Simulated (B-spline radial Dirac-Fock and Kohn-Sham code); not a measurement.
**Widths and yields of inner-shell holes in Ar⁴⁺**

System: the Ar⁴⁺ ion, configuration [Ne] 3s2 3p2.

Method: a relativistic independent-particle model: LDA orbitals of the hole state, radiative multipoles to third order, Auger rates from the Coulomb interaction with a continuum orbital, Dirac-Fock energies. Computed with a radial atomic solver.

Partial widths are in eV. Coster-Kronig decay leaves a hole in the same principal shell; its rates are the weakest part of the model, often 1.5 to 2.5 times too large and more for N holes. Holes without an open Auger channel, or with an unreliable SCF state, are not listed.

| hole | radiative | Auger | Coster-Kronig | total | fluorescence yield | lifetime (fs) |
| --- | --- | --- | --- | --- | --- | --- |
| K | 0.0746 | 0.554 | 0 | 0.629 | 0.119 | 1.05 |
| L1 | 0.000195 | 0.0883 | 0 | 0.0885 | 0.00220 | 7.44 |
| L2 | 3.17e-05 | 0.0379 | 0 | 0.0380 | 0.000836 | 17.3 |
| L3 | 3.24e-05 | 0.0381 | 0 | 0.0381 | 0.000850 | 17.3 |
